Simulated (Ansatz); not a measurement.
Total energies of C6H3ClTi, SMILES `C#[C][Ti]([Cl])([C]#C)[C]#C`.

Cartesian coordinates in Å:
```
C 2.451 -0.707 -1.643
C 1.635 -0.216 -0.888
Ti 0.272 0.577 0.348
Cl 1.089 2.299 1.384
C -1.329 1.099 -0.736
C -2.300 1.406 -1.400
C -0.285 -0.834 1.656
C -0.624 -1.698 2.442
H 3.166 -1.141 -2.307
H -3.153 1.673 -1.984
H -0.922 -2.458 3.129
```

The species carries charge 0 and has multiplicity 1. Correlated methods include outer-core shells of Ti, which these sets cover unevenly. Scalar relativity is left out up to krypton. Geometry: relaxed with PBE0-D4/def2-TZVP. Basis def2-TZVPP, Ansatz 0.2.0.

RPA on PBE orbitals: Hartree–Fock energy of these orbitals -1536.69450 Eh, correlation -2.38393 Eh (frozen core).

```csv
functional,energy without D4 (Eh),D4 term (kJ/mol)
B97M-V,-1539.76466,–
B3LYP,-1540.11699,-52.0
```

Task: Give the same for LDA (SPW92), PBE, revPBE, BLYP, r2SCAN, PBE0, r2SCANh, r2SCAN0, HSE06 (plane-wave form), BHLYP, CAM-B3LYP, LC-ωPBE, ωB97X-V, ωB97M-V, B2PLYP, PBE-QIDH. (Best estimate.)

Result: The calculation gave: 
```
             functional  energy without D4 (Eh)  D4 term (kJ/mol)
            LDA (SPW92)             -1534.42507                 –
                    PBE             -1539.37909             -32.3
                 revPBE             -1539.84786             -80.7
                   BLYP             -1540.05289             -67.3
                 r2SCAN             -1539.88643              -8.7
                   PBE0             -1539.42064             -28.3
                r2SCANh             -1539.85094              -9.4
                r2SCAN0             -1539.80104             -10.4
HSE06 (plane-wave form)             -1539.39236             -26.8
                  BHLYP             -1539.88186             -44.6
              CAM-B3LYP             -1539.97634             -29.5
                LC-ωPBE             -1539.53880                 –
                ωB97X-V             -1539.79390                 –
                ωB97M-V             -1539.90429                 –
                 B2PLYP             -1539.59689                 –
               PBE-QIDH             -1539.18160                 –
```

B3LYP takes the VWN-RPA correlation (the form of Gaussian; ORCA's B3LYP/G). HSE06 is the plane-wave form, built on full-range PBE exchange. The double hybrids freeze the cores in their second-order part.

LC-ωPBE has ω = 0.4 bohr⁻¹.
